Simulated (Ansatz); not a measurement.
def2 core potentials replace the inner electrons of Sn.

Computed with PBE0-D3(BJ)/def2-SVP in Ansatz (a program for electronic structure). No frequencies were computed at this level.

Ansatz 0.2 input:
```yaml
crystal:
  periodic: [false, false, false]
  atoms:
    - { symbol: C, position_ang: [1.758466, -0.493209, -0.033292] }
    - { symbol: Sn, position_ang: [-0.304838, 0.090158, 0.013077] }
    - { symbol: O, position_ang: [-1.530266, -1.293351, -0.61334] }
    - { symbol: O, position_ang: [-0.707045, 1.648857, -1.089725] }
    - { symbol: O, position_ang: [-0.953216, 0.558852, 1.792952] }
    - { symbol: H, position_ang: [2.169591, -0.225425, -0.999361] }
    - { symbol: H, position_ang: [2.281225, 0.030063, 0.758511] }
    - { symbol: H, position_ang: [1.816181, -1.564474, 0.118723] }
    - { symbol: H, position_ang: [-1.966, -1.078726, -1.437582] }
    - { symbol: H, position_ang: [-0.962768, 2.421715, -0.586855] }
    - { symbol: H, position_ang: [-1.594893, -0.058057, 2.144328] }
basis:
  gaussian: { orbitals: def2-svp }
hamiltonian:
  xc: pbe0
  dispersion: d3bj
relax:
  max_steps: 150
```

Output:

```
Functional definition: PBE0
1281 factors; integrals over basis functions are off by at most 4.1e-4 eV
mean field evaluation 1: about -13080.3061 eV, gradient 8.8e1 eV
mean field evaluation 2: about -13062.8023 eV, gradient 1.3e2 eV
mean field evaluation 4: about -13094.8042 eV, gradient 4.9e0 eV
mean field evaluation 8: about -13094.9106 eV, gradient 3.9e-2 eV
mean field -13094.91057625 eV, -481.2290876279 hartree, gradient 1.7e-5 eV, S^2 0.000000; 0 other end points of the search recorded, 0 dependent functions left out
reference -13094.91060741 eV, -481.2290887732 hartree; 29, 29 occupied and 83, 83 virtual orbitals, 1281 factors
relax step   1: F+E_penalty+E_count = -13095.08934525 eV  Δ(F+E_penalty+E_count) = +0.000e0 eV  max|allowed force component| = 7.810e-1 eV/Å  Δτ_max = 0.0000 Å  (25 SCF iters, accepted)
these checks for a lower state are left out or cut short: starts, cluster_reference, orbital_swaps, neighbouring_geometries, increment
1281 factors; integrals over basis functions are off by at most 4.3e-4 eV
mean field evaluation 16: about -13094.4915 eV, gradient 1.2e1 eV
mean field -13094.96882634 eV, -481.2312282793 hartree, gradient 2.4e-5 eV, S^2 0.000000; 0 other end points of the search recorded, 0 dependent functions left out
reference -13094.96885772 eV, -481.2312294325 hartree; 29, 29 occupied and 83, 83 virtual orbitals, 1281 factors
relax step   2: F+E_penalty+E_count = -13095.14733561 eV  Δ(F+E_penalty+E_count) = -5.799e-2 eV  max|allowed force component| = 6.141e-1 eV/Å  Δτ_max = 0.1074 Å  (29 SCF iters, accepted)
these checks for a lower state are left out or cut short: starts, cluster_reference, orbital_swaps, neighbouring_geometries, increment
1281 factors; integrals over basis functions are off by at most 4.3e-4 eV
mean field -13094.98792069 eV, -481.2319299838 hartree, gradient 1.0e-5 eV, S^2 0.000000; 0 other end points of the search recorded, 0 dependent functions left out
reference -13094.98795204 eV, -481.2319311360 hartree; 29, 29 occupied and 83, 83 virtual orbitals, 1281 factors
relax step   3: F+E_penalty+E_count = -13095.16652507 eV  Δ(F+E_penalty+E_count) = -1.919e-2 eV  max|allowed force component| = 2.459e-1 eV/Å  Δτ_max = 0.0566 Å  (29 SCF iters, accepted)
these checks for a lower state are left out or cut short: starts, cluster_reference, orbital_swaps, neighbouring_geometries, increment
1281 factors; integrals over basis functions are off by at most 4.3e-4 eV
mean field evaluation 32: about -13094.9907 eV, gradient 2.1e-1 eV
mean field -13094.99079330 eV, -481.2320355501 hartree, gradient 1.1e-5 eV, S^2 0.000000; 0 other end points of the search recorded, 0 dependent functions left out
reference -13094.99082461 eV, -481.2320367007 hartree; 29, 29 occupied and 83, 83 virtual orbitals, 1281 factors
relax step   4: F+E_penalty+E_count = -13095.16955347 eV  Δ(F+E_penalty+E_count) = -3.028e-3 eV  max|allowed force component| = 7.213e-2 eV/Å  Δτ_max = 0.0288 Å  (30 SCF iters, accepted)
these checks for a lower state are left out or cut short: starts, cluster_reference, orbital_swaps, neighbouring_geometries, increment
1281 factors; integrals over basis functions are off by at most 4.4e-4 eV
mean field -13094.99093978 eV, -481.2320409333 hartree, gradient 1.1e-5 eV, S^2 0.000000; 0 other end points of the search recorded, 0 dependent functions left out
reference -13094.99097108 eV, -481.2320420834 hartree; 29, 29 occupied and 83, 83 virtual orbitals, 1281 factors
relax step   5: F+E_penalty+E_count = -13095.16979703 eV  Δ(F+E_penalty+E_count) = -2.436e-4 eV  max|allowed force component| = 5.648e-2 eV/Å  Δτ_max = 0.0231 Å  (31 SCF iters, accepted)
these checks for a lower state are left out or cut short: starts, cluster_reference, orbital_swaps, neighbouring_geometries, increment
1281 factors; integrals over basis functions are off by at most 4.4e-4 eV
mean field -13094.99121736 eV, -481.2320511341 hartree, gradient 1.1e-5 eV, S^2 0.000000; 0 other end points of the search recorded, 0 dependent functions left out
reference -13094.99124866 eV, -481.2320522842 hartree; 29, 29 occupied and 83, 83 virtual orbitals, 1281 factors
relax step   6: F+E_penalty+E_count = -13095.17004668 eV  Δ(F+E_penalty+E_count) = -2.496e-4 eV  max|allowed force component| = 2.127e-3 eV/Å  Δτ_max = 0.0193 Å  (31 SCF iters, accepted)
these checks for a lower state are left out or cut short: starts, cluster_reference, orbital_swaps, neighbouring_geometries, increment
1281 factors; integrals over basis functions are off by at most 4.5e-4 eV
mean field -13094.99137475 eV, -481.2320569181 hartree, gradient 1.1e-5 eV, S^2 0.000000; 0 other end points of the search recorded, 0 dependent functions left out
reference -13094.99140606 eV, -481.2320580687 hartree; 29, 29 occupied and 83, 83 virtual orbitals, 1281 factors
relax step   7: F+E_penalty+E_count = -13095.17018876 eV  Δ(F+E_penalty+E_count) = -1.421e-4 eV  max|allowed force component| = 5.831e-2 eV/Å  Δτ_max = 0.0533 Å  (30 SCF iters, accepted)
these checks for a lower state are left out or cut short: starts, cluster_reference, orbital_swaps, neighbouring_geometries, increment
1281 factors; integrals over basis functions are off by at most 4.4e-4 eV
mean field -13094.99151564 eV, -481.2320620958 hartree, gradient 9.1e-6 eV, S^2 0.000000; 0 other end points of the search recorded, 0 dependent functions left out
reference -13094.99154695 eV, -481.2320632463 hartree; 29, 29 occupied and 83, 83 virtual orbitals, 1281 factors
relax step   8: F+E_penalty+E_count = -13095.17033628 eV  Δ(F+E_penalty+E_count) = -1.475e-4 eV  max|allowed force component| = 2.650e-2 eV/Å  Δτ_max = 0.0014 Å  (24 SCF iters, accepted)
these checks for a lower state are left out or cut short: starts, cluster_reference, orbital_swaps, neighbouring_geometries, increment
1281 factors; integrals over basis functions are off by at most 4.4e-4 eV
mean field evaluation 64: about -13094.9444 eV, gradient 4.8e-1 eV
mean field -13094.99159601 eV, -481.2320650491 hartree, gradient 1.2e-5 eV, S^2 0.000000; 0 other end points of the search recorded, 0 dependent functions left out
reference -13094.99162731 eV, -481.2320661996 hartree; 29, 29 occupied and 83, 83 virtual orbitals, 1281 factors
relax step   9: F+E_penalty+E_count = -13095.17042099 eV  Δ(F+E_penalty+E_count) = -8.470e-5 eV  max|allowed force component| = 1.174e-3 eV/Å  Δτ_max = 0.0120 Å  (22 SCF iters, accepted)
these checks for a lower state are left out or cut short: starts, cluster_reference, orbital_swaps, neighbouring_geometries, increment
1281 factors; integrals over basis functions are off by at most 4.5e-4 eV
mean field -13094.99168731 eV, -481.2320684045 hartree, gradient 1.1e-5 eV, S^2 0.000000; 0 other end points of the search recorded, 0 dependent functions left out
reference -13094.99171862 eV, -481.2320695552 hartree; 29, 29 occupied and 83, 83 virtual orbitals, 1281 factors
relax step  10: F+E_penalty+E_count = -13095.17051285 eV  Δ(F+E_penalty+E_count) = -9.187e-5 eV  max|allowed force component| = 6.583e-3 eV/Å  Δτ_max = 0.0294 Å  (31 SCF iters, accepted)
these checks for a lower state are left out or cut short: starts, cluster_reference, orbital_swaps, neighbouring_geometries, increment
1281 factors; integrals over basis functions are off by at most 4.5e-4 eV
mean field -13094.99162820 eV, -481.2320662323 hartree, gradient 1.1e-5 eV, S^2 0.000000; 0 other end points of the search recorded, 0 dependent functions left out
reference -13094.99165952 eV, -481.2320673833 hartree; 29, 29 occupied and 83, 83 virtual orbitals, 1281 factors
relax step  11: F+E_penalty+E_count = -13095.17045198 eV  Δ(F+E_penalty+E_count) = +6.087e-5 eV  max|allowed force component| = 5.047e-2 eV/Å  Δτ_max = 0.0539 Å  (30 SCF iters, rejected (line search))
these checks for a lower state are left out or cut short: starts, cluster_reference, orbital_swaps, neighbouring_geometries, increment
1281 factors; integrals over basis functions are off by at most 4.5e-4 eV
mean field -13094.99173662 eV, -481.2320702168 hartree, gradient 1.1e-5 eV, S^2 0.000000; 0 other end points of the search recorded, 0 dependent functions left out
reference -13094.99176794 eV, -481.2320713676 hartree; 29, 29 occupied and 83, 83 virtual orbitals, 1281 factors
relax step  12: F+E_penalty+E_count = -13095.17056108 eV  Δ(F+E_penalty+E_count) = -4.823e-5 eV  max|allowed force component| = 9.766e-3 eV/Å  Δτ_max = 0.0263 Å  (31 SCF iters, accepted)
1281 factors; integrals over basis functions are off by at most 4.5e-4 eV
mean field evaluation 96: about -13094.8843 eV, gradient 5.0e0 eV
mean field -13094.99173662 eV, -481.2320702168 hartree, gradient 1.1e-5 eV, S^2 0.000000; 1 other end points of the search recorded, 0 dependent functions left out
reference -13094.99176794 eV, -481.2320713676 hartree; 29, 29 occupied and 83, 83 virtual orbitals, 1281 factors
Total energy: -13095.17059240 eV, -481.2386430453 hartree
Atom 0 at     1.777477    -0.498223    -0.033908 Å, force     0.005914    -0.002082     0.000057 eV/Å
Atom 1 at    -0.261092     0.077249     0.012032 Å, force     0.000488    -0.000190    -0.000078 eV/Å
Atom 2 at    -1.476291    -1.361390    -0.603525 Å, force    -0.001132     0.000028    -0.001363 eV/Å
Atom 3 at    -0.640122     1.644012    -1.139851 Å, force    -0.000760     0.001848     0.000361 eV/Å
Atom 4 at    -0.875742     0.572494     1.829235 Å, force    -0.001360    -0.000821     0.000954 eV/Å
Atom 5 at     2.262400    -0.019732    -0.895124 Å, force    -0.003615    -0.004174     0.008084 eV/Å
Atom 6 at     2.259282    -0.173780     0.897973 Å, force    -0.003708    -0.003282    -0.008501 eV/Å
Atom 7 at     1.836097    -1.590734    -0.127652 Å, force     0.000201     0.009766     0.000459 eV/Å
Atom 8 at    -2.075360    -1.026987    -1.282283 Å, force     0.001376    -0.000376     0.001637 eV/Å
Atom 9 at    -1.116441     2.319413    -0.641477 Å, force     0.000927    -0.001779    -0.000866 eV/Å
Atom 10 at    -1.683772     0.094082     2.052016 Å, force     0.001668     0.001063    -0.000744 eV/Å
Dipole moment:     0.055584    -0.015718    -0.001265 e Å
```

Cost: very roughly 110 core-seconds.
